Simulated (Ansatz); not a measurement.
A CCSD(T) single point on `C=CCB(C)F`.

```yaml
crystal:
  periodic: [false, false, false]
  atoms:
    - {symbol: C, position_ang: [-0.206599, -2.214275, -0.343716]}
    - {symbol: C, position_ang: [-0.344744, -1.325495, 0.632297]}
    - {symbol: C, position_ang: [0.571116, -0.165797, 0.881448]}
    - {symbol: B, position_ang: [-0.197339, 1.125313, 0.404435]}
    - {symbol: C, position_ang: [0.052775, 1.847886, -0.954140]}
    - {symbol: F, position_ang: [-1.142537, 1.597918, 1.221518]}
    - {symbol: H, position_ang: [-0.925648, -3.012279, -0.485898]}
    - {symbol: H, position_ang: [0.636013, -2.180663, -1.027715]}
    - {symbol: H, position_ang: [-1.207559, -1.398337, 1.291130]}
    - {symbol: H, position_ang: [1.506711, -0.300602, 0.333798]}
    - {symbol: H, position_ang: [0.794338, -0.091730, 1.951576]}
    - {symbol: H, position_ang: [0.990109, 2.414613, -0.883406]}
    - {symbol: H, position_ang: [0.199793, 1.128250, -1.764331]}
    - {symbol: H, position_ang: [-0.739632, 2.545999, -1.228197]}
basis:
  gaussian: {orbitals: def2-SVP}
correlation: {method: ccsd_t}
```

```sh
$ ansatz run in.yaml --threads 4 --pin off --events-out ev --progress --plain --max-ram 10444MiB
```

Log, shortened:

```
Functional definition: HF
1268 factors; integrals over basis functions are off by at most 1.3e-3 eV
mean field evaluation 1: about -7618.0353 eV, gradient 3.7e1 eV
mean field evaluation 2: about -7618.1572 eV, gradient 3.7e1 eV
mean field evaluation 4: about -7621.8057 eV, gradient 4.0e0 eV
mean field evaluation 8: about -7621.8575 eV, gradient 2.2e-1 eV
mean field -7621.85784197 eV, -280.0981094117 hartree, gradient 2.4e-6 eV, S^2 0.000000; 0 other end points of the search recorded, 0 dependent functions left out
6 core orbitals not correlated: weight in the atoms' cores, before any rotation towards them, 1.000 or more for the frozen orbitals, at most 0.000 for the correlated occupied ones
reference -7621.85784197 eV, -280.0981094117 hartree; 17, 17 occupied and 101, 101 virtual orbitals, 1268 factors
second order -22.19936661 eV of doubles, -0.00000000 eV of singles
cycle   1  -23.13361542 eV  change   -9.3e-1 eV  update   1.0e-1
cycle   2  -23.69509578 eV  change   -5.6e-1 eV  update   3.2e-2
cycle   3  -23.83556500 eV  change   -1.4e-1 eV  update   1.7e-2
cycle   4  -23.83566528 eV  change   -1.0e-4 eV  update   4.3e-3
cycle   5  -23.83452258 eV  change    1.1e-3 eV  update   1.6e-3
cycle   6  -23.83467988 eV  change   -1.6e-4 eV  update   4.3e-4
cycle   7  -23.83458870 eV  change    9.1e-5 eV  update   1.5e-4
cycle   8  -23.83456136 eV  change    2.7e-5 eV  update   5.0e-5
cycle   9  -23.83456852 eV  change   -7.2e-6 eV  update   1.8e-5
perturbative correction -0.69814734 eV, -0.0256564416 hartree
Total energy: -7646.39055784 eV, -280.9996700908 hartree
```

Run time 7 s (4 threads of an Intel Xeon Platinum 8488C on a shared host); peak host memory 0.85 GiB.

MP2 recovers 90.5 % of the CCSD(T) correlation energy and the triples give 2.8 %; T1 = 0.0115.
